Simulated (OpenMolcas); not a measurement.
Multiplet structure of W²⁺

- Program: OpenMolcas 26.06
- Method: CASSCF
- Basis: ANO-RCC-VQZP [9s8p6d4f3g2h]
- Scalar Hamiltonian: DKH2, point nucleus
- Active space: 4 electrons in 6 orbitals (5d 6s)
- State averaging: 2S+1 = 5 even, 15 roots; 2S+1 = 3 even, 105 roots kept (CI in the orbitals of an earlier block, 97 in the spin-orbit step); 2S+1 = 1 even, 104 roots kept (CI in the orbitals of an earlier block, 84 in the spin-orbit step)
- Spin-orbit coupling: state interaction with AMFI integrals over the reference wave functions, term energies averaged over their components

With spin-orbit coupling, above the lowest level:

```
Configuration   Term  J  E (cm⁻¹)  Measured (cm⁻¹)      g  Term weight %           Second
          5d⁴     ⁵D  0       0.0              0.0                    72         26 ³P(1)
          5d⁴     ⁵D  1      2172             2256  1.500             87         13 ³P(1)
          5d⁴     ⁵D  2      4489             4461  1.488             94          3 ³P(1)
          5d⁴     ⁵D  3      6498             6278  1.478             93             4 ³F
          5d⁴     ⁵D  4      8170             7687  1.459             85            13 ³F
       5d³ 6s     ⁵F  1     11389            10969  0.053             92             3 ³D
          5d⁴  ³P(1)  0     11740             9904                    67            27 ⁵D
       5d³ 6s     ⁵F  2     12943            12427  1.008             93         2 5d⁴ ³D
          5d⁴  ³P(1)  1     14963            12881  1.440             82            11 ⁵D
       5d³ 6s     ⁵F  3     15281                   1.245             96                 
          5d⁴     ³H  4     16593                   0.982             50            19 ³G
          5d⁴     ³F  2     16849                   0.772             74            19 ¹D
          5d⁴     ³F  3     17935                   0.957             51            42 ³G
       5d³ 6s     ⁵F  4     17947                   1.308             90         5 5d⁴ ³H
          5d⁴  ³P(1)  2     19305                   1.427             74            11 ³D
          5d⁴     ³H  5     19707                   1.162             51            26 ³G
       5d³ 6s     ⁵F  5     20655                   1.271             62        32 5d⁴ ³H
          5d⁴     ³F  4     21279                   1.080             41            34 ³H
          5d⁴     ³H  6     21719                   1.145             87            13 ¹I
          5d⁴     ³G  3     23425                   0.931             48            43 ³F
          5d⁴     ³G  4     24234                   1.097             56            21 ³F
          5d⁴     ¹D  2     24924                   1.201             31            21 ³D
       5d³ 6s     ⁵P  1     25771                   2.345             85         12 ³P(1)
       5d³ 6s     ⁵P  2     26423                   1.520             50        15 5d⁴ ¹D
          5d⁴     ³G  5     26604                   1.190             71            16 ³H
          5d⁴     ³D  3     26723                   1.277             79             5 ¹F
          5d⁴     ³D  1     28611                   0.544             91          3 ³P(1)
          5d⁴     ³D  2     29040                   1.060             30  30 5d³ 6s ³F(1)
       5d³ 6s     ⁵P  3     30024                   1.654             96                 
          5d⁴     ¹I  6     30918                   1.023             86            13 ³H
          5d⁴  ¹G(1)  4     31280                   1.038             53     16 5d³ 6s ¹G
       5d³ 6s     ³G  3     33167                   0.869             66         27 ³F(1)
       5d³ 6s  ³F(1)  2     33410                   0.898             60        17 5d⁴ ³D
       5d³ 6s     ³H  4     33446                   0.956             43            32 ³G
          5d⁴     ¹S  0     33474                                     46  25 5d³ 6s ³P(1)
       5d³ 6s  ³P(1)  1     34283                   1.579             80            13 ⁵P
       5d³ 6s  ³P(1)  2     34548                   1.430             51            19 ⁵P
       5d³ 6s  ³P(1)  0     34747                                     70        28 5d⁴ ¹S
          5d⁴     ¹F  3     35522                   1.032             80             9 ³D
       5d³ 6s     ³G  4     35689                   1.031             40            32 ¹G
```

Against the 8 measured excited levels shown (NIST levels as listed in McCann et al., Mon. Not. R. Astron. Soc. 538, 537 (2025)) the mean absolute deviation is 710 cm-1; the largest miss in energy is 5d⁴ ³P₁(1): computed 14963, measured 12881 cm⁻¹ (+16.2 %).

Spin-orbit coupling puts the lowest level 7518 cm⁻¹ below the lowest spin-free term.

For ⁵D the intervals divided by the larger J are 2172.3, 1158.3, 669.8, 418.1 cm-1. Landé's interval rule makes them equal in pure LS coupling; they differ by 159 % of their mean. The multiplet is regular.

Some high roots are left out of the spin-orbit mixing, which shifts the levels that they would mix with. Without dynamic correlation excited terms often stand tens of per cent too high (terms of higher spin than the ground term too low), and those without a measured partner can miss by more than the paired ones. Terms from blocks run as CI alone lack orbitals of their own. Configurations are named by rounded mean occupations; where the s occupation lies near a half they are strongly mixed, a name can repeat and a true partner stay unpaired. A single d shell beside an s shell can misplace configurations of different d count against each other. Computed and measured levels are paired by configuration, term and J; levels that our copy of the source lacks, or whose pairing is in doubt (as where it misses far off the trend of its configuration), stay unpaired and out of the deviations. Levels of configurations outside the active space are missing. The first state left out of the spin-orbit step lies near 57000 cm-1 above the lowest spin-free state of the reference (among the parities and spins computed), and the list stops at four fifths of that energy or lower. The table shows the lowest 40 of 53 levels.

The RASSCF and RASSI steps took 4.1 min on 1 thread of Intel(R) Xeon(R) Platinum 8259CL CPU @ 2.50GHz (Skylake/Cascade Lake), on a shared host; the integral step is not counted.

The term weight is that of the spin-free term in the level, not the purity of its configuration. A number in round brackets counts repeated terms of one configuration in the order of the reference energies.
